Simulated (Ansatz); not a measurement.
H$_{3}$AlCl$_{2}$N (SMILES [NH3]->[Al]([Cl])[Cl]), doublet, geometry from GFN2-xTB (such geometries of metal compounds can be far from the true shape) (the spin is typed, not shown lowest); B3LYP/def2-SVP (Ansatz, a first-principles code).

Here is a job for Ansatz.
Ansatz 0.2 input:
```yaml
crystal:
  periodic: [false, false, false]
  atoms:
    - {symbol: Al, position_ang: [0.48366782, 0.09131644, 0.53683836]}
    - {symbol: Cl, position_ang: [1.07137111, 0.91970298, -1.28103677]}
    - {symbol: Cl, position_ang: [-1.50047840, 0.23094568, 1.15324477]}
    - {symbol: N, position_ang: [0.12651682, -1.98422410, -0.42775110]}
    - {symbol: H, position_ang: [-0.58747859, -1.81195749, -1.13335513]}
    - {symbol: H, position_ang: [-0.23377482, -2.68085141, 0.21739859]}
    - {symbol: H, position_ang: [0.94277789, -2.36576328, -0.89622044]}
basis:
  gaussian:
    orbitals: def2-SVP
hamiltonian:
  xc: b3lyp
magnetization: {spin_polarized: true, initial_magnetization: 1}
```

Output, abridged:

```
Functional definition: B3LYP
776 factors; integrals over basis functions are off by at most 1.1e-3 eV
mean field evaluation 1: about -33169.9409 eV, gradient 3.5e1 eV
mean field evaluation 2: about -33164.8181 eV, gradient 4.7e1 eV
mean field evaluation 4: about -33174.8301 eV, gradient 1.4e0 eV
mean field evaluation 8: about -33174.9591 eV, gradient 3.2e-2 eV
mean field evaluation 16: about -33174.9591 eV, gradient 7.4e-5 eV
mean field -33174.95909275 eV, -1219.1572598635 hartree, gradient 7.3e-5 eV, S^2 0.750854; 0 other end points of the search recorded, 0 dependent functions left out
reference -33174.95932676 eV, -1219.1572684635 hartree; 29, 28 occupied and 54, 55 virtual orbitals, 776 factors
Total energy: -33174.95932676 eV, -1219.1572684635 hartree
```
